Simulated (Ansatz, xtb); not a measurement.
**CH2F2Ge: which of two isomers lies lower**

We compare I, `[CH2]=[Ge]([F])[F]`, a singlet, with II, `F[CH2][Ge][F]`, a singlet. Both are isolated molecules in the gas phase, relaxed with PBE0-D3(BJ)/pcseg-1; the shapes shown needn't be the lowest conformers.

I (Å):

```yaml
atoms:
  - { symbol: C, position_ang: [0.6919, -0.5960, -1.6585] }
  - { symbol: F, position_ang: [-1.3485, 1.5431, -2.7372] }
  - { symbol: F, position_ang: [-1.9746, -1.0503, -3.2665] }
  - { symbol: Ge, position_ang: [-0.6752, -0.0642, -2.6465] }
  - { symbol: H, position_ang: [0.9987, -1.6333, -1.7720] }
  - { symbol: H, position_ang: [1.4317, 0.1601, -1.4057] }
```

II (Å):

```xyz
6

C    -0.3950   -1.5477    0.2127
F     0.3422   -2.3493    1.0820
F    -2.4760   -1.2668   -1.5822
Ge   -1.8626   -2.6540   -0.6186
H    -0.8083   -0.6970    0.7763
H     0.2804   -1.1402   -0.5556
```

Energies in hartree; the thermal terms are from PBE0-D3(BJ)/pcseg-1 harmonic frequencies (ideal gas, rigid rotor, one conformer each, 298.15 K, 1 atm) and include the zero-point energy:

```
                                  I            II
E, PBE0-D3(BJ)/pcseg-1  −2314.326190  −2314.316239
     zero-point energy      0.028581      0.030455
          H(298 K) − E      0.034933      0.036705
          G(298 K) − E     −0.000775      0.000470
```

**Question.** Work out ΔE, ΔE₀, ΔH and ΔG for I → II in kcal/mol (1 Eh = 627.51 kcal/mol) and the equilibrium ratio [II]/[I].

**Answer.** 1. ΔE = −2314.316239 − (−2314.326190) = +0.009951 Eh = +6.24 kcal/mol.
2. ΔE₀ = ΔE + ΔZPE = +0.009951 + (+0.001874) Eh = +7.42 kcal/mol.
3. ΔH = ΔE + (+0.001772) Eh = +7.36 kcal/mol.
4. ΔG = ΔE + (+0.001245) Eh = +7.03 kcal/mol, so ΔS = (ΔH − ΔG)/T = +4.6 J/(mol K).
5. kT = 0.9442 mEh, so K = [II]/[I] = exp(−ΔG/kT) = exp(−11.86) ≈ 7.1 × 10^−6.

Structure I is favoured at this temperature. An error of 1 kcal/mol in ΔG would change K by a factor of 5.4. r2SCAN-D4/def2-SVP found them nearly level. GFN2-xTB, HF/STO-3G gave ΔE the other sign. Mirror images and further conformers aren't counted.

As drawn, II has 1 C–F, 1 C–Ge in place of 1 C=Ge, 1 F–Ge.

Other levels gave ΔE = −24.4 (GFN2-xTB); −35.4 (HF/STO-3G, GFN2-xTB geometries); +0.3 (r2SCAN-D4/def2-SVP, GFN2-xTB geometries) kcal/mol. Programs: Ansatz 0.2.0, xtb 6.7.1.
